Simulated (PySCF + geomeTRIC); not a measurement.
A geometry relaxed with r2SCAN-D4/def2-TZVP (PySCF + geomeTRIC), charge 0, multiplicity 2:

```xyz
4

Si    -0.0407     0.0090     0.3861
H     -0.9612    -1.0357    -0.1406
F      1.4429    -0.3379    -0.1195
H     -0.4004     1.3557    -0.1365
```

Q: Write the SMILES of this molecule.

A: `F[SiH2]`
